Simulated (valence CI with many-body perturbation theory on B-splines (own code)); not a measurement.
## E1 line list for V²⁺

Computed by configuration interaction combined with many-body perturbation theory (CI+MBPT): three valence electrons over a frozen Dirac-Fock core [Ar], a basis of 7 s, 7 p, 8 d, 6 f, 4 g, 1 h functions for each j, with the one-electron correlation potential Σ1, the two-electron term Σ2, the three-electron term Σ3, Breit, model QED; selected CI, second order for the rest, scaled by the run's own slope (own B-spline code, finite nucleus).

Against 62 measured levels this calculation errs by 1108 cm⁻¹ on average and by 2012 at most. These come from a selection out of Sugar and Corliss, J. Phys. Chem. Ref. Data 7, 1191 (1978). Levels without a partner in it may be off by more, other configurations by 1,000 to 8,000 cm⁻¹. 2 measured levels below the end of the list, from 89458 cm⁻¹ on, found no clear computed partner, and computed levels of the same name lie up to 2347 cm⁻¹ from them.

Lines 101 to 150 of 463 in falling wavelength, among levels below 170090 cm⁻¹, chosen from the strongest by gf and those to the six lowest levels. Wavelengths and rates use the calculated energies, so an error of 1000 cm⁻¹ moves a line at 2467 Å by 2.5 % and its rate by three times that or more. Electric multipoles are in the length gauge, E1 and E2 with the static RPA response of the core. Weak lines are less certain than strong ones. Lines between different terms over intervals too small for the method are left out, as are lines whose strength nearly cancels. Where a level lies close to another of its J and parity, the split of strength between their lines is uncertain.

Names give the largest LS component (configuration and term), which can be under half, so a name can repeat, a term be missing and a line seem to break the LS rules; names also repeat where a configuration has a term twice. Letters in brackets count levels of one name in rising energy.

```
λ vac (Å)  λ from measured levels              Upper              Lower   A (s⁻¹)  S (a.u.)
     2557                          3d²4p ²G°_9/2 [b]       3d²4s ²G_9/2  2.87e+08  2.37e+01
     2552                          3d²4p ⁴D°_5/2 [a]       3d²4s ²F_7/2  1.16e+08  5.71e+00
     2467                    2431  3d²4p ²P°_3/2 [a]       3d²4s ⁴P_5/2  1.26e+08  3.74e+00
     2450                    2418      3d²4p ⁴S°_3/2       3d²4s ²D_5/2  1.48e+08  4.30e+00
     2438                    2415      3d²4p ⁴G°_5/2       3d²4s ⁴F_5/2  5.77e+07  2.48e+00
     2431                    2408      3d²4p ⁴G°_7/2       3d²4s ⁴F_7/2  6.48e+07  3.67e+00
     2428                    2405      3d²4p ⁴G°_5/2       3d²4s ⁴F_3/2  2.57e+08  1.09e+01
     2424                    2400      3d²4p ⁴G°_9/2       3d²4s ⁴F_9/2  4.64e+07  3.26e+00
     2418                    2387  3d²4p ²P°_3/2 [a]       3d²4s ²D_5/2  1.50e+08  4.19e+00
     2417                    2394      3d²4p ⁴G°_7/2       3d²4s ⁴F_5/2  2.58e+08  1.44e+01
     2409                    2374  3d²4p ²F°_5/2 [b]       3d²4s ²D_3/2  2.42e+08  1.00e+01
     2406                    2383      3d²4p ⁴G°_9/2       3d²4s ⁴F_7/2  2.86e+08  1.97e+01
     2405                    2373  3d²4p ²P°_1/2 [a]       3d²4s ²D_3/2  3.11e+08  4.27e+00
     2404                    2367  3d²4p ²G°_9/2 [a]       3d²4s ²F_7/2  3.19e+08  2.19e+01
     2397                    2359  3d²4p ²G°_7/2 [a]       3d²4s ²F_5/2  3.10e+08  1.68e+01
     2395                    2372     3d²4p ⁴G°_11/2       3d²4s ⁴F_9/2  3.39e+08  2.76e+01
     2383                           3d²4d ²G_7/2 [a]  3d²4p ²G°_7/2 [b]  4.66e+07  2.49e+00
     2378                    2344  3d²4p ²F°_7/2 [b]       3d²4s ²D_5/2  2.99e+08  1.59e+01
     2374                    2349      3d²4p ⁴F°_7/2       3d²4s ⁴F_9/2  4.46e+07  2.36e+00
     2373                    2348      3d²4p ⁴F°_5/2       3d²4s ⁴F_7/2  7.67e+07  3.04e+00
     2372                    2351  3d²4p ⁴D°_1/2 [b]       3d²4s ⁴P_1/2  2.73e+08  3.60e+00
     2367                           3d²4d ²G_9/2 [a]  3d²4p ²G°_9/2 [b]  4.97e+07  3.25e+00
     2363                    2338      3d²4p ⁴F°_3/2       3d²4s ⁴F_3/2  2.66e+08  6.92e+00
     2362                          3d²4p ⁴D°_5/2 [b]       3d²4s ⁴P_3/2  1.44e+08  5.64e+00
     2360                    2334  3d²4p ²D°_3/2 [b]       3d²4s ⁴P_3/2  1.26e+08  3.27e+00
     2360                    2335      3d²4p ⁴F°_5/2       3d²4s ⁴F_5/2  2.16e+08  8.40e+00
     2358                    2332      3d²4p ⁴F°_7/2       3d²4s ⁴F_7/2  2.42e+08  1.25e+01
     2357                          3d²4p ²D°_5/2 [b]       3d²4s ⁴P_5/2  9.88e+07  3.83e+00
     2356                    2331      3d²4p ⁴F°_9/2       3d²4s ⁴F_9/2  3.08e+08  1.99e+01
     2351                    2326      3d²4p ⁴F°_5/2       3d²4s ⁴F_3/2  6.30e+07  2.43e+00
     2349                    2330  3d²4p ⁴D°_3/2 [b]       3d²4s ²D_3/2  1.60e+08  4.10e+00
     2346                    2325  3d²4p ⁴D°_7/2 [b]       3d²4s ⁴P_5/2  3.28e+08  1.67e+01
     2345                    2320      3d²4p ⁴F°_7/2       3d²4s ⁴F_5/2  7.34e+07  3.73e+00
     2344                          3d²4p ²P°_1/2 [c]       3d²4s ²S_1/2  3.28e+08  4.17e+00
     2344                              3d²4p ²H°_9/2       3d²4s ²G_7/2  3.45e+08  2.20e+01
     2344                          3d²4p ²D°_5/2 [c]       3d²4s ²P_3/2  2.88e+08  1.10e+01
     2344                          3d²4p ²D°_5/2 [b]       3d²4s ⁴P_3/2  8.08e+07  3.08e+00
     2340                    2315      3d²4p ⁴F°_9/2       3d²4s ⁴F_7/2  5.27e+07  3.33e+00
     2334                    2312  3d²4p ²D°_3/2 [b]       3d²4s ²D_3/2  1.39e+08  3.48e+00
     2331                          3d²4p ²D°_3/2 [c]       3d²4s ²P_1/2  2.66e+08  6.65e+00
     2331                          3d²4p ⁴D°_5/2 [b]       3d²4s ²D_5/2  1.48e+08  5.55e+00
     2319                             3d²4p ²H°_11/2       3d²4s ²G_9/2  3.59e+08  2.65e+01
     2313                          3d²4p ²D°_5/2 [b]       3d²4s ²D_5/2  9.75e+07  3.57e+00
     2312                          3d²4p ²P°_3/2 [c]       3d²4s ²S_1/2  3.43e+08  8.37e+00
     2263                          3d²4p ²D°_5/2 [a]       3d²4s ⁴F_7/2  1.23e+08  4.24e+00
     2254                    2234  3d²4p ⁴D°_7/2 [a]       3d²4s ⁴F_9/2  3.10e+08  1.40e+01
     2241                    2229      3d²4p ⁴P°_3/2       3d²4s ⁴P_5/2  1.38e+08  3.07e+00
     2240                          3d²4p ²P°_3/2 [b]       3d²4s ²P_3/2  3.32e+08  7.36e+00
     2239                    2219  3d²4p ⁴D°_1/2 [a]       3d²4s ⁴F_3/2  3.91e+08  4.33e+00
     2239                           3d²4d ²G_7/2 [b]  3d²4p ²F°_5/2 [c]  5.88e+07  2.60e+00
```
